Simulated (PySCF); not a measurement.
**Radial density of K⁻ (potassium, charge -1)**

PW91, [Ar] 4s2, closed-shell 1S. All numbers are calculated (PySCF 2.14, the spin-free X2C one-electron Hamiltonian (Gaussian nucleus), in aug-cc-pVQZ-X2C (8s7p5d3f2g, 93 functions)).

```json
{"r (bohr)": "0.00162", "4πr²ρ (e/bohr)": "0.1722"}
{"r (bohr)": "0.00272", "4πr²ρ (e/bohr)": "0.4482"}
{"r (bohr)": "0.00458", "4πr²ρ (e/bohr)": "1.137"}
{"r (bohr)": "0.00770", "4πr²ρ (e/bohr)": "2.761"}
{"r (bohr)": "0.0130", "4πr²ρ (e/bohr)": "6.217"}
{"r (bohr)": "0.0218", "4πr²ρ (e/bohr)": "12.30"}
{"r (bohr)": "0.0367", "4πr²ρ (e/bohr)": "19.57"}
{"r (bohr)": "0.0617", "4πr²ρ (e/bohr)": "22.04"}
{"r (bohr)": "0.104", "4πr²ρ (e/bohr)": "16.99"}
{"r (bohr)": "0.174", "4πr²ρ (e/bohr)": "17.88"}
{"r (bohr)": "0.293", "4πr²ρ (e/bohr)": "22.68"}
{"r (bohr)": "0.494", "4πr²ρ (e/bohr)": "10.38"}
{"r (bohr)": "0.830", "4πr²ρ (e/bohr)": "5.620"}
{"r (bohr)": "1.40", "4πr²ρ (e/bohr)": "5.750"}
{"r (bohr)": "2.35", "4πr²ρ (e/bohr)": "1.230"}
{"r (bohr)": "3.95", "4πr²ρ (e/bohr)": "0.3319"}
{"r (bohr)": "6.65", "4πr²ρ (e/bohr)": "0.2527"}
{"r (bohr)": "11.2", "4πr²ρ (e/bohr)": "0.05889"}
{"r (bohr)": "18.8", "4πr²ρ (e/bohr)": "0.005724"}
```

Densities and radii are taken from the X2C orbitals without a picture-change correction, which distorts them close to the nucleus.

At PW91 the highest occupied level has a positive energy, so only the finite basis holds that electron; in a semilocal or global hybrid functional this comes from self-interaction and does not mean that the real anion is unbound.
